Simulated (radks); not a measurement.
Values are calculated unless marked as measured or tabulated.
Neutral iridium inside a hard spherical wall (all orbitals vanish at R), configuration held at [Xe] 4f14 5d7 6s2 and not refilled when levels cross. Code: a radial shooting solver on a logarithmic mesh with Libxc functionals. Model: scalar-relativistic Kohn-Sham, PBE, spin-polarised, spherical densities, finite nucleus; open shells are filled with parallel spins first (spin-orbit coupling, left out, can overturn this in heavy ions); Fermi nuclear charge, rms radius 5.4032 fm. Eigenvalues in eV for spin up, with the zero of energy where the potential of the charges vanishes at infinity; a dash marks a level that is unbound or too diffuse for the functional's potential to be trusted. A positive occupied level is held by the wall or, in an anion where self-interaction has pushed it up, behind a barrier. The pressure on the wall is -dE/dV.

R (bohr)	E (hartree)	kinetic (hartree)	e(4f)	e(5p)	e(5d)	e(6s)	e(6p, empty)	e(7s, empty)	pressure (GPa)
free	-17824.1531	19807.379	-62.224	-55.418	-7.946	-6.737	-1.361	-	0
20	-17824.1531	19807.379	-62.224	-55.418	-7.946	-6.737	-1.361	-	< 0.0001
15	-17824.1531	19807.379	-62.224	-55.418	-7.946	-6.737	-1.358	0.283	< 0.0001
8	-17824.1509	19807.401	-62.105	-55.299	-7.833	-6.634	-0.933	3.649	0.103
7	-17824.1452	19807.447	-61.893	-55.089	-7.639	-6.443	-0.451	6.085	0.491
5	-17824.0419	19808.058	-59.819	-53.105	-5.841	-4.387	3.310	20.413	14.2
4	-17823.6931	19809.731	-55.640	-49.317	-2.327	0.433	10.740	43.294	99.8
3.5	-17823.1640	19812.012	-51.157	-45.441	1.503	6.442	19.378	66.865	299
3	-17821.8912	19817.167	-43.239	-38.879	8.579	18.900	36.402	109.06	1020
2.5	-17818.4548	19830.478	-28.280	-26.736	23.066	47.563	73.167	191.55	4220
